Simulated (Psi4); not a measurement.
H3O3Zr, charge +1, singlet, geometry from GFN2-xTB (such geometries of metal compounds can be far from the true shape) (the multiplicity is a formal guess) (all electrons, no relativity). Base run: PBE0/3-21G in Psi4.

The Psi4 input:
```
memory 2 GB

molecule mol {
1 1
  Zr   -0.000000    0.000000   -0.000000
  O     1.730878   -0.300285   -0.506207
  H     2.645219   -0.458912   -0.773612
  O    -0.623644   -0.685823    1.575776
  H    -0.953085   -1.048111    2.408184
  O    -1.107234    0.986109   -1.069569
  H    -1.692133    1.507023   -1.634572
}

set basis 3-21g
set reference rks
set scf_type pk

energy('pbe0')
print_variables()
```

Variants of this job, named by their change:

```csv
change,ΔE vs base (mEh),SCF cycles,grid points,basis functions
base,0.000,9,153373,72
dft_spherical_points = 110,0.144,8,55884,72
guess = core,0.000,13,153373,72
dft_spherical_points = 590,-0.005,7,299433,72
dft_radial_points = 50,-6.647,7,103493,72
e_convergence = 1e-8,0.000,9,153373,72
d_convergence = 1e-4,0.000,7,153373,72
dft_nuclear_scheme = stratmann,-0.002,7,143274,72
ints_tolerance = 1e-8,0.000,9,153373,72
basis_guess = true,0.000,1,153373,72
d_convergence = 1e-8,0.000,10,153373,72
dft_basis_tolerance = 1e-8,0.000,9,152818,72
```
